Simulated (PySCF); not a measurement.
**Frontier levels across methods**

Species: CH₂BrCl.
Geometry (PBE0-D3(BJ)/def2-SVP, Å), atoms numbered from 1 in this order:
```xyz
5
CH2BrCl angstrom
Cl    -1.3588    0.9988    0.0408
C     -0.0428   -0.1704   -0.0009
Br     1.7037    0.6338   -0.1720
H     -0.0464   -0.7422    0.9332
H     -0.1819   -0.8304   -0.8637
```

Basis pcSseg-2 throughout (PySCF), one geometry. Isolated species at its PBE0-D3(BJ)/def2-SVP geometry, gas phase. The calculation is non-relativistic, for bromine too.

Q: How do the orbital energies, the gap and the dipole change with the method?

A: 
```
   method                    kind  HOMO (eV)  LUMO (eV)  gap (eV)  μ (D)  SCF cycles
     BLYP                     GGA      -6.86      -1.67      5.19   1.56          12
    B97-D                     GGA      -7.01      -1.71      5.30   1.60          12
      PBE                     GGA      -7.01      -1.76      5.26   1.57          12
     OPBE                     GGA      -7.04      -1.66      5.38   1.57          12
      KT2                     GGA      -7.10      -1.88      5.22   1.59          11
     BP86                     GGA      -7.12      -1.84      5.28   1.59          12
      KT3                     GGA      -7.12      -1.87      5.25   1.56          12
      LDA                     LDA      -7.14      -1.93      5.21   1.60          12
    B97-2           global hybrid      -8.08      -0.83      7.26   1.64          11
    B3LYP           global hybrid      -8.09      -1.05      7.04   1.63          11
     PBE0           global hybrid      -8.34      -0.76      7.58   1.64          12
 mPW1PW91           global hybrid      -8.36      -0.78      7.59   1.64          12
BHandHLYP           global hybrid      -9.53       0.19      9.71   1.71          11
CAM-B3LYP  range-separated hybrid      -9.71       0.29     10.00   1.66          12
  wB97X-D  range-separated hybrid     -10.22       1.06     11.28   1.67          11
  LC-wPBE  range-separated hybrid     -11.13       1.54     12.67   1.67          12
       HF            Hartree–Fock     -11.39       2.30     13.69   1.83          10
```

The HOMO spans 4.53 eV, from BLYP down to HF, and the gap runs from 5.19 eV (BLYP) to 13.69 eV (HF). Over the methods BLYP (0 %), B97-D (0 %), PBE (0 %), OPBE (0 %), KT2 (0 %), BP86 (0 %), KT3 (0 %), LDA (0 %), B97-2 (21 %), B3LYP (20 %), PBE0 (25 %), mPW1PW91 (25 %), BHandHLYP (50 %), HF (100 %), a straight line through the gap against the share of exact exchange rises by 0.86 eV for each 10 % (correlation coefficient 0.999). The dipole ranges from 1.56 D (KT3) to 1.83 D (HF). This basis has no diffuse functions.

The vertical ΔSCF ionisation energy at B3LYP/def2-SVPD is 10.70 eV; −ε(HOMO) comes closest to it with LC-wPBE (11.13 eV).
